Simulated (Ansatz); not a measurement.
A nudged elastic band was laid between two geometries of ClH + H4O3Sn (10 atoms, charge 0, multiplicity 1).

The calculation used Ansatz, RKS r2SCAN/def2-SVP.

```
movable images  : 5
climbing image  : yes
spring          : 5.0 eV/Å²
optimiser       : quadratic models (default)
start path      : through a guess of the saddle point
force threshold : 0.2 eV/Å
iteration limit : 60
end points      : relaxed
```

Image 0:

```xyz
10
Properties=species:S:1:pos:R:3
Sn 0.128 -0.421 0.392
H 0.225 -0.768 2.047
O 1.774 -0.389 -0.687
H 1.655 -0.993 -1.437
O -0.824 1.356 0.195
H -0.954 1.600 -0.735
O -0.941 -1.686 -0.700
H -1.807 -1.886 -0.318
Cl 1.371 2.347 1.784
H 0.275 2.198 1.013
```

Image 6:

```xyz
10
Properties=species:S:1:pos:R:3
Sn -0.295 0.900 0.002
H 1.037 -2.039 1.083
O 1.471 0.546 -0.793
H 1.909 -0.189 -0.336
O -1.360 1.750 -1.413
H -0.813 1.867 -2.205
O -1.083 -0.806 0.613
H -1.488 -0.706 1.488
Cl -0.218 2.310 1.873
H 1.742 -2.276 1.241
```

(1) What changes between the two ends?

(2) Give the energies along the band, and the barrier.

(3) What is the geometry of the highest image?

The band took 24 iterations and roughly 15 core-minutes.

Results:

(1) Bonds broken: Sn1–H2, Cl9–H10. Bonds formed: Sn1–Cl9, H2–H10. ClH + H4O3Sn becomes ClH3O3Sn + H2.

(2) The run converged. The highest image is number 2 of 0 to 6, 30.4 kcal/mol above the first end and 38.0 kcal/mol above the last; the last end lies 7.6 kcal/mol below the first. The threshold of 0.2 eV/Å is loose, so the images may lie well off the minimum-energy path. Neighbouring images differ by up to 1.5 eV, so the band resolves the path poorly. The order of the point at the top wasn't checked. The orbitals stay closed-shell, which can raise the energy where a bond breaks towards radicals; this wasn't checked here.

```csv
image,path coordinate (Å),energy (kcal/mol),Sn1–H2 (Å),Cl9–H10 (Å),Sn1–Cl9 (Å)
0,0.00,0.0,1.69,1.35,3.34
1,1.67,9.1,1.71,1.29,3.17
2,3.34,30.4,1.95,1.63,2.60
3,5.35,-3.0,3.11,2.72,2.34
4,7.35,-6.7,3.64,3.81,2.33
5,9.35,-7.1,3.53,4.08,2.34
6,11.36,-7.6,3.40,5.03,2.34
```

(3) 
```xyz
10
Properties=species:S:1:pos:R:3
Sn 0.195 0.260 0.036
H -0.005 -0.106 1.944
O 1.887 -0.256 -0.833
H 1.704 -1.094 -1.291
O -0.980 1.742 -0.535
H -1.724 1.324 -1.003
O -0.861 -1.335 -0.528
H -1.438 -1.736 0.137
Cl 1.521 1.901 1.553
H 0.602 0.659 2.072
```

The run took 3.9 min on 4 threads of Arm Neoverse V2, with other jobs on the host, peak memory 0.19 GiB.
